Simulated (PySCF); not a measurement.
Input of a run (PBE0-D3(BJ)/def2-SVP geometry optimisation, gas phase (PySCF 2.14.0)), started from GFN2-xTB:
```
{"job": {"xc": "PBE0", "basis": "def2-SVP", "d3": "d3bj", "grid": 1, "maxiter": 30, "shake": 0.01, "kind": "geom"}, "charge": 0, "multiplicity": 1}
C     -0.628500     1.248060    -0.289190
C      0.140070     0.096460     0.252900
C      1.199780    -0.358740    -0.725200
C     -0.723080    -1.042750     0.675730
Br     1.080530     0.742160     1.895670
H     -1.181850     0.972410    -1.197620
H     -1.369740     1.619170     0.435080
H      0.024440     2.109200    -0.548860
H      1.812240    -1.155310    -0.267200
H      0.751340    -0.724000    -1.621170
H      1.877520     0.462350    -0.963660
H     -1.285850    -1.429520    -0.180930
H     -1.513500    -0.702080     1.406110
H     -0.190560    -1.852490     1.120580
```

Output (energies in Eh, forces in Eh/bohr):
```
step   0  E = -2731.10213167  max force = 0.040707
step   1  E = -2731.10604191  max force = 0.007210
step   2  E = -2731.10622892  max force = 0.001125
step   3  E = -2731.10625121  max force = 0.000298
step   4  E = -2731.10625912  max force = 0.000433
optimisation converged
```

**Question.** Summarise the run.

**Answer.** The energy falls by 0.112 eV over 5 energy and gradient evaluations, the largest force component goes from 0.0407 to 4.3e-04 Eh/bohr, and the atoms move by 0.025 Å rms after alignment. The bond that changes most is C3–H10 (methyl carbon to methyl hydrogen), which lengthens by 0.036 Å. Bonds longer at the end by more than 0.005 Å: 7 of 13; shorter: 4. Among the angles that change most is H12–C4–H13, from 104.6° to 108.2°. The energy never rose by more than 1e-6 Eh on the way. The first step brought 95 % of the lowering.

**Question.** What are the final bond lengths?

**Answer.** C1–C2 1.518 Å, C2–C3 1.519 Å, C2–C4 1.518 Å, C2–Br5 1.995 Å, C1–H6 1.103 Å, C1–H7 1.099 Å, C1–H8 1.099 Å, C3–H9 1.099 Å, C3–H10 1.103 Å, C3–H11 1.099 Å, C4–H12 1.103 Å, C4–H13 1.099 Å, C4–H14 1.099 Å. Numbering counts from 1 in the input's order; the species is `CC(C)(C)Br`.

The run used 133 basis functions and 30 SCF cycles in all.

Whether it is a minimum is left open (no frequencies).
